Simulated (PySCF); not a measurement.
## How methods differ on the ionisation energy of Cu²⁺

Cu²⁺ [Ar] 3d9 (2D) → Cu³⁺ [Ar] 3d8 (3F), as a difference of total energies. All numbers are calculated (PySCF 2.14, no relativity, point nucleus, in def2-TZVPPD (6s6p4d2f1g, 67 functions)). Correlated levels: valence: [Ar] frozen. The calculations carry no spin-orbit coupling.

| method | ionisation energy (eV) | plus first-order spin-orbit estimate | difference from reference of that sum (eV) |
| --- | --- | --- | --- |
| UHF | 34.291 | 34.225 | -2.616 |
| MP2 (valence) | 36.919 | 36.853 | +0.012 |
| SCS-MP2 (valence) | 36.678 | 36.612 | -0.229 |
| CCSD (valence) | 36.474 | 36.408 | -0.433 |
| CCSD(T) (valence) | 36.560 | 36.494 | -0.347 |

Reference: 36.841 ± 0.012 eV (measured; NIST Atomic Spectra Database, ionization energies).

A first-order spin-orbit estimate (lowest level to lowest level, LS coupling) adds -0.066 eV.

These non-relativistic numbers lack the scalar-relativistic shift.

Errors of the correlated levels include the incompleteness of this basis and the frozen core.
